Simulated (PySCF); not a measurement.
H₄O₃SSn. Atoms are numbered in the order given.

```xyz
9

O     -0.6229     1.3656    -1.4530
Sn    -0.2069     0.0263    -0.0730
O     -1.5224     0.4559     1.3345
O     -0.4575    -1.7481    -0.8927
S      2.0334    -0.0650     0.7596
H     -1.1555     2.0802    -1.0808
H     -1.3240     0.0058     2.1646
H     -1.1090    -1.7118    -1.6046
H      2.2208    -1.2359     0.1076
```
Charge 0, spin multiplicity 1.

The structure is a stationary point at PBE0-D3(BJ)/def2-SVP. The def2 effective core potentials stand for the cores of Sn; spin–orbit coupling is left out. The values are those of a single conformer.

All values below come from PBE0/def2-TZVP (PySCF).

ESP charges are fitted to the potential on shells at 1.4 to 2.0 van der Waals radii. Atomic charges (e):

```csv
atom,ESP fit,Löwdin
O1,-0.71,-0.33
Sn2,0.96,0.38
O3,-0.68,-0.33
O4,-0.75,-0.33
S5,-0.31,0.04
H6,0.44,0.17
H7,0.39,0.16
H8,0.46,0.17
H9,0.22,0.08
```
